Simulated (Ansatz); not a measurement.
This geometry of CH$_{5}$AlSeSi (9 atoms, charge 0, multiplicity 1) is a first-order saddle point.

Level of theory: RKS B3LYP-D4/def2-SVP in Ansatz 0.2.0.

```xyz
9
Properties=species:S:1:pos:R:3
Al -0.930 1.627 -0.934
Si 0.743 -0.037 -0.279
C 0.341 -1.223 1.117
Se 0.130 -2.209 -0.636
H -1.917 1.308 -2.129
H -1.047 2.999 -0.145
H 2.205 0.243 -0.412
H -0.600 -1.138 1.673
H 1.163 -1.615 1.727
```

Task: Which two structures does it join? (They come from a converged band through this point; their orientation in space is the band's.)

Result: No bond is made or broken. The dihedral H6–Al1–Si2–Se4 goes from 103 to -98°. The two ends are copies of one structure, up to a mirror image or an exchange of like atoms.

Image 0:

```xyz
9
Properties=species:S:1:pos:R:3
Al -0.998 1.171 -0.919
Si 1.160 0.305 -0.109
C 0.402 -0.910 1.119
Se -0.608 -1.326 -0.577
H -1.135 1.514 -2.456
H -1.861 1.805 0.247
H 2.429 -0.278 -0.656
H -0.269 -0.531 1.898
H 0.968 -1.794 1.436
```

Image 6:

```xyz
9
Properties=species:S:1:pos:R:3
Al -0.997 1.173 -0.920
Si 1.159 0.305 -0.107
C 0.404 -0.911 1.122
Se -0.611 -1.323 -0.573
H -1.863 1.814 0.239
H -1.133 1.503 -2.461
H 2.426 -0.277 -0.657
H -0.265 -0.532 1.903
H 0.968 -1.797 1.437
```

Task: How far does it lie above each of them?

Result: 13.5 kcal/mol above the first and 13.5 kcal/mol above the second. This is the barrier of this one path; another mechanism may lie lower.

The run took 76 s on 2 threads of Intel(R) Xeon(R) 6975P-C (Granite Rapids), with other jobs on the host, peak memory 0.3 GiB.
